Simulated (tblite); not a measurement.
C6H11BrOSi.
Atom-mapped SMILES: `[CH2:1]=[CH:2][SiH2:3][CH2:4]/[C:5](=[CH:6]/[Br:7])[O:8][CH3:9]` (hydrogens: H10, H11 on C1; H12 on C2; H13, H14 on Si3; H15, H16 on C4; H17 on C6; H18, H19, H20 on C9)

Computed with GFN2-xTB (tblite), gas phase: L-BFGS steps from a force-field or distance-geometry start until the largest atomic force falls under 0.01 eV/Å.

Step 117: E = -768.9832 eV
```
atom  x, y, z in Å  |  force x, y, z in eV/Å
C1      3.8119    0.5328   -0.3810    0.115  -0.005  -0.011
C2      2.4934    0.6361   -0.3490   -0.056  -0.018  -0.003
Si3     1.3226   -0.8368   -0.4389   -0.034  -0.005   0.036
C4      0.0416   -0.6120    0.9761   -0.025   0.009  -0.003
C5     -1.2023    0.0066    0.4221   -0.026   0.005   0.040
C6     -1.4304    1.3051    0.6108   -0.009   0.012   0.020
Br7    -2.8614    2.4105   -0.0023    0.002   0.000  -0.005
O8     -1.8982   -0.9398   -0.2464   -0.014  -0.010  -0.046
C9     -3.0805   -0.6325   -0.9505   -0.005  -0.004  -0.017
H10     4.4748    1.3841   -0.3257   -0.039   0.000   0.007
H11     4.2934   -0.4277   -0.4661    0.024   0.006  -0.009
H12     2.0612    1.6265   -0.2577   -0.022   0.002  -0.021
H13     0.6175   -0.8793   -1.7225    0.024   0.013  -0.023
H14     2.0437   -2.0916   -0.2136    0.031  -0.019  -0.001
H15    -0.2320   -1.5859    1.3770    0.038  -0.007   0.013
H16     0.4498   -0.0095    1.7832   -0.015  -0.005   0.013
H17    -0.7376    1.8770    1.2008    0.031   0.037   0.001
H18    -3.4054   -1.5766   -1.3795   -0.034  -0.095  -0.040
H19    -3.8627   -0.2559   -0.2908   -0.024   0.031   0.043
H20    -2.9047    0.0798   -1.7586    0.037   0.053   0.006
```

Step 118: E = -768.9841 eV
```
atom  x, y, z in Å  |  force x, y, z in eV/Å
C1      3.8060    0.5447   -0.3718    0.010  -0.009  -0.006
C2      2.4847    0.6404   -0.3525    0.029  -0.019  -0.001
Si3     1.3232   -0.8410   -0.4424   -0.016   0.000   0.034
C4      0.0411   -0.6253    0.9735   -0.026   0.010   0.014
C5     -1.1994    0.0024    0.4201   -0.029  -0.042   0.031
C6     -1.4148    1.3039    0.6032    0.003   0.026   0.027
Br7    -2.8326    2.4225   -0.0193    0.009  -0.015   0.000
O8     -1.9043   -0.9428   -0.2440    0.006   0.036  -0.014
C9     -3.0876   -0.6302   -0.9444   -0.032  -0.007  -0.021
H10     4.4628    1.4004   -0.3144   -0.042  -0.001   0.005
H11     4.2950   -0.4137   -0.4468    0.004   0.028  -0.009
H12     2.0448    1.6296   -0.2702    0.001  -0.035  -0.026
H13     0.6161   -0.8885   -1.7255    0.031   0.013  -0.012
H14     2.0537   -2.0914   -0.2174    0.022  -0.005  -0.003
H15    -0.2353   -1.6027    1.3665    0.038   0.025   0.001
H16     0.4508   -0.0302    1.7868   -0.031  -0.021  -0.013
H17    -0.7157    1.8731    1.1907    0.007   0.008  -0.021
H18    -3.4238   -1.5768   -1.3647   -0.015  -0.023  -0.015
H19    -3.8632   -0.2398   -0.2817    0.014   0.008   0.001
H20    -2.9067    0.0758   -1.7584    0.016   0.021   0.028
```

Step 119: E = -768.9846 eV
```
atom  x, y, z in Å  |  force x, y, z in eV/Å
C1      3.8057    0.5478   -0.3704   -0.016  -0.011   0.000
C2      2.4838    0.6404   -0.3531    0.035  -0.015   0.000
Si3     1.3237   -0.8427   -0.4415   -0.002   0.001   0.024
C4      0.0398   -0.6284    0.9729   -0.020   0.003   0.017
C5     -1.1989    0.0018    0.4188   -0.018   0.005   0.035
C6     -1.4115    1.3043    0.6027   -0.001  -0.006   0.015
Br7    -2.8236    2.4266   -0.0266    0.011  -0.018   0.004
O8     -1.9027   -0.9406   -0.2488   -0.018   0.003  -0.027
C9     -3.0904   -0.6297   -0.9433   -0.028  -0.007  -0.008
H10     4.4590    1.4059   -0.3138   -0.033   0.002   0.003
H11     4.2977   -0.4095   -0.4412    0.001   0.031  -0.010
H12     2.0415    1.6292   -0.2745    0.009  -0.047  -0.026
H13     0.6190   -0.8905   -1.7262    0.031   0.011  -0.007
H14     2.0560   -2.0925   -0.2163    0.018   0.002  -0.002
H15    -0.2373   -1.6069    1.3627    0.034   0.028   0.001
H16     0.4494   -0.0363    1.7885   -0.032  -0.017  -0.013
H17    -0.7124    1.8711    1.1921    0.008   0.013  -0.016
H18    -3.4299   -1.5775   -1.3610   -0.001   0.009   0.001
H19    -3.8612   -0.2377   -0.2752    0.017  -0.001  -0.015
H20    -2.9130    0.0759   -1.7584    0.007   0.017   0.024
```

Q: Estimate the geometry and energy of step 120. (The exact step hangs on the optimiser's Hessian estimate; all steps are aligned on step 119, rigid shifts and turns removed.)

A: E = -768.9855 eV, largest force 0.064 eV/Å
```
atom  x, y, z in Å  |  force x, y, z in eV/Å
C1      3.8027    0.5540   -0.3668   -0.049  -0.004   0.012
C2      2.4802    0.6392   -0.3553    0.026  -0.010   0.007
Si3     1.3244   -0.8478   -0.4415    0.017   0.004   0.004
C4      0.0381   -0.6345    0.9711   -0.005  -0.006   0.022
C5     -1.1991    0.0005    0.4194   -0.012   0.012   0.016
C6     -1.4045    1.3051    0.6005    0.010  -0.036   0.006
Br7    -2.8108    2.4305   -0.0338    0.003  -0.008   0.005
O8     -1.9071   -0.9405   -0.2470    0.001   0.003  -0.006
C9     -3.0951   -0.6280   -0.9401   -0.020   0.005  -0.009
H10     4.4474    1.4178   -0.3084   -0.008   0.009  -0.004
H11     4.3013   -0.3997   -0.4307    0.008   0.020  -0.013
H12     2.0330    1.6267   -0.2825    0.012  -0.057  -0.027
H13     0.6279   -0.8957   -1.7311    0.021   0.008   0.005
H14     2.0608   -2.0961   -0.2171    0.007   0.014   0.003
H15    -0.2392   -1.6149    1.3559    0.022   0.027   0.003
H16     0.4487   -0.0480    1.7901   -0.032  -0.012  -0.017
H17    -0.7002    1.8712    1.1851   -0.003   0.001  -0.017
H18    -3.4390   -1.5769   -1.3540    0.004   0.049   0.016
H19    -3.8602   -0.2282   -0.2698    0.006  -0.017  -0.031
H20    -2.9146    0.0760   -1.7566   -0.006  -0.002   0.024
```

The energy changes by -0.0009 eV. The first-order estimate −F·Δx gives -0.0013 eV and the mean of the old and new forces, exact on a quadratic surface, -0.0009 eV. The step makes an angle of 78° with the force vector and moves no atom by more than 0.017 Å.

The cost below is that of the whole relaxation. Time: 2.3 s wall. Hardware: Arm Neoverse V1, one thread, no GPU, on a shared host.
